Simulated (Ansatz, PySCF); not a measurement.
F₃H₃O₃Si₂, SMILES O[Si](O)(O)[Si](F)(F)F. Atoms are numbered in the order given.

```xyz
11

Si     0.9812    -0.4680     0.0109
F      2.1732     0.6086     0.1488
F      1.1545    -1.5003     1.2369
F      1.2754    -1.3046    -1.3354
Si    -1.1172     0.5336    -0.0123
O     -1.1569     1.7324     1.1121
O     -2.2588    -0.5960     0.3394
O     -1.3987     1.1627    -1.5050
H     -0.6286     2.5220     0.9608
H     -2.2902    -0.9555     1.2311
H     -1.5246     0.5578    -2.2424
```

Coordinates come from a PBE0-D3(BJ)/def2-SVP optimisation. The structure was generated by enumeration, and PubChem lists no compound with its InChIKey, so it may never have been made. One conformer was computed; it need not be the lowest.

Two levels are set side by side: PBE-D3(BJ)/def2-SVP (Ansatz, an electronic-structure program) and PBE0-D3(BJ)/def2-SVP (Ansatz). Each level has its own optimised geometry; the coordinates shown are those of the second. Frequencies come from the Hessian of PySCF at each geometry. Differences are taken from unrounded values.

```json
[
 {"quantity": "mean bond length (Å)", "PBE0-D3(BJ)": "1.498"},
 {"quantity": "bond Si1–F2 (Å)", "PBE0-D3(BJ)": "1.612"},
 {"quantity": "bond Si1–F3 (Å)", "PBE0-D3(BJ)": "1.612"},
 {"quantity": "bond Si1–F4 (Å)", "PBE0-D3(BJ)": "1.612"},
 {"quantity": "bond Si1–Si5 (Å)", "PBE0-D3(BJ)": "2.325"},
 {"quantity": "bond Si5–O6 (Å)", "PBE0-D3(BJ)": "1.644"},
 {"quantity": "bond Si5–O7 (Å)", "PBE0-D3(BJ)": "1.644"},
 {"quantity": "bond Si5–O8 (Å)", "PBE0-D3(BJ)": "1.644"},
 {"quantity": "bond O6–H9 (Å)", "PBE0-D3(BJ)": "0.962"},
 {"quantity": "bond O7–H10 (Å)", "PBE0-D3(BJ)": "0.962"},
 {"quantity": "bond O8–H11 (Å)", "PBE0-D3(BJ)": "0.962"},
 {"quantity": "highest harmonic wavenumber (cm⁻¹)", "PBE0-D3(BJ)": "3936"},
 {"quantity": "mean harmonic wavenumber (cm⁻¹)", "PBE0-D3(BJ)": "854"},
 {"quantity": "zero-point energy (kcal/mol)", "PBE0-D3(BJ)": "32.98"}
]
```

What does PBE-D3(BJ) give, and how far is it from PBE0-D3(BJ)? (Estimate from the structure and the level; the computed values follow.)


| quantity | PBE-D3(BJ) | PBE-D3(BJ) minus PBE0-D3(BJ) |
|---|---|---|
| mean bond length (Å) | 1.513 | 0.015 |
| bond Si1–F2 (Å) | 1.629 | 0.017 |
| bond Si1–F3 (Å) | 1.629 | 0.017 |
| bond Si1–F4 (Å) | 1.629 | 0.017 |
| bond Si1–Si5 (Å) | 2.336 | 0.011 |
| bond Si5–O6 (Å) | 1.662 | 0.017 |
| bond Si5–O7 (Å) | 1.662 | 0.017 |
| bond Si5–O8 (Å) | 1.662 | 0.017 |
| bond O6–H9 (Å) | 0.974 | 0.012 |
| bond O7–H10 (Å) | 0.974 | 0.012 |
| bond O8–H11 (Å) | 0.974 | 0.012 |
| highest harmonic wavenumber (cm⁻¹) | 3763 | -173 |
| mean harmonic wavenumber (cm⁻¹) | 825 | -29 |
| zero-point energy (kcal/mol) | 31.85 | -1.13 |

Exact exchange shortens and stiffens bonds; PBE has none. Differences between two approximate levels are no errors against the true value.
